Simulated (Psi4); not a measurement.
A dimer, H3N ··· H3ClSi (SMILES N and [SiH3]Cl); the first 4 atoms form monomer A.

```
9

N      0.0000     0.0006     0.2791
H     -0.4952    -0.8025    -0.0912
H     -0.4473     0.8298    -0.0947
H      0.9424    -0.0278    -0.0931
Si     0.8889     0.4059     3.2737
Cl     2.4504     1.2960     2.2545
H      0.8086    -1.0094     2.8632
H     -0.3591     1.1142     2.9288
H      1.1564     0.5083     4.7215
```

### Question
What interaction energy does SAPT0/jun-cc-pVDZ, frozen core (Psi4) give, and which attractive term is the largest?

### Answer
Total -9.74 kJ/mol: electrostatics -28.75, exchange 34.60, induction -6.43, dispersion -9.15. The most attractive term is electrostatics.
